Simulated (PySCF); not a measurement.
FH6N3Sn, SMILES [NH2][Sn]([F])([NH2])[NH2].

Geometry optimised at B3LYP-D3(BJ)/def2-SVP. The structure was generated by enumeration; whether it is a known compound was not checked. The def2 effective core potentials stand for the cores of Sn; spin–orbit coupling is left out. One conformer was computed; it need not be the lowest.

Two levels are set side by side: PBE/def2-TZVP (PySCF) and CAM-B3LYP/def2-TZVP (PySCF). Same geometry, gas phase. Differences are taken from unrounded values.

| quantity | CAM-B3LYP |
|---|---|
| orbital gap (eV) | 9.18 |
| highest occupied level (eV) | -9.27 |
| lowest empty level (eV) | -0.09 |
| dipole moment (D) | 0.30 |
| mean polarisability (bohr³) | 58.9 |

Q: What does PBE give, and how far is it from CAM-B3LYP? (An estimate is asked for; the answer gives what the named calculation found.)

A: 
```json
[
 {"quantity": "orbital gap (eV)", "PBE": "4.39", "PBE minus CAM-B3LYP": "-4.80"},
 {"quantity": "highest occupied level (eV)", "PBE": "-6.34", "PBE minus CAM-B3LYP": "2.93"},
 {"quantity": "lowest empty level (eV)", "PBE": "-1.95", "PBE minus CAM-B3LYP": "-1.86"},
 {"quantity": "dipole moment (D)", "PBE": "0.41", "PBE minus CAM-B3LYP": "0.11"},
 {"quantity": "mean polarisability (bohr³)", "PBE": "63.2", "PBE minus CAM-B3LYP": "4.3"}
]
```

PBE's occupied levels lie high since its potential decays too fast outside the molecule; exact exchange lowers them and widens the gap. Loosely held outer electrons make PBE densities more polarisable. Differences between two approximate levels are no errors against the true value.

Rough cost on one machine, each run with all the roots and properties that it gave: CAM-B3LYP against PBE within a factor of 2.
